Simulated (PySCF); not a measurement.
# Electron correlation in Be (beryllium, neutral)

[He] 2s2, closed-shell 1S. All numbers are calculated (PySCF 2.14, no relativity, point nucleus, in def2-QZVPPD (7s4p2d1f, 36 functions)). Frozen: 1s2; 2 electrons correlated.

With two correlated electrons CCSD is exact within the correlated space (frozen core and kept virtual orbitals).

| level | correlation energy (mhartree) |
| --- | --- |
| CCSD | -45.56 |

Diagnostics: T1 = 0.021, D1 = 0.0294, largest double amplitude 0.116.

Cost of the coupled-cluster step: about 0.28 core-seconds, for 2 correlated electrons.
